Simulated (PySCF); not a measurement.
C6H8N (cation, charge +1), SMILES [NH3+]c1ccccc1, GFN2-xTB optimised geometry.

```
15

N     -1.38    -1.96     0.01
C     -0.66    -0.66     0.00
C     -1.39     0.52     0.00
C     -0.71     1.73     0.00
C      0.68     1.74     0.00
C      1.39     0.56     0.00
C      0.72    -0.66     0.00
H     -1.58    -2.25     0.98
H     -2.28    -1.87    -0.49
H     -0.81    -2.69    -0.44
H     -2.47     0.50     0.00
H     -1.27     2.65     0.00
H      1.20     2.69     0.00
H      2.47     0.57     0.00
H      1.28    -1.58     0.00
```

Density from CAM-B3LYP/def2-TZVP in PySCF at that geometry.

Minimum of the electron density along straight lines between bonded atoms, close to the bond critical point (lines longer than 1.1 times the sum of covalent radii, or with two minima, are not listed):

| bond | length / Å | ρ at the minimum / e bohr⁻³ | ∇²ρ there / e bohr⁻⁵ | position (fraction from the first atom) |
|---|---|---|---|---|
| N1–C2 | 1.488 | 0.238 | -0.57 | 0.63 |
| C2–C3 | 1.383 | 0.324 | -0.97 | 0.52 |
| C3–C4 | 1.386 | 0.322 | -0.97 | 0.51 |
| C4–C5 | 1.386 | 0.325 | -0.99 | 0.50 |
| C5–C6 | 1.386 | 0.325 | -0.99 | 0.50 |
| C2–C7 | 1.383 | 0.324 | -0.97 | 0.52 |
| C6–C7 | 1.386 | 0.322 | -0.97 | 0.49 |
| N1–H8 | 1.030 | 0.326 | -1.77 | 0.76 |
| N1–H9 | 1.029 | 0.327 | -1.79 | 0.76 |
| N1–H10 | 1.029 | 0.327 | -1.79 | 0.76 |
| C3–H11 | 1.079 | 0.289 | -1.05 | 0.65 |
| C4–H12 | 1.078 | 0.293 | -1.08 | 0.66 |
| C5–H13 | 1.078 | 0.293 | -1.09 | 0.66 |
| C6–H14 | 1.078 | 0.293 | -1.08 | 0.66 |
| C7–H15 | 1.079 | 0.289 | -1.05 | 0.65 |
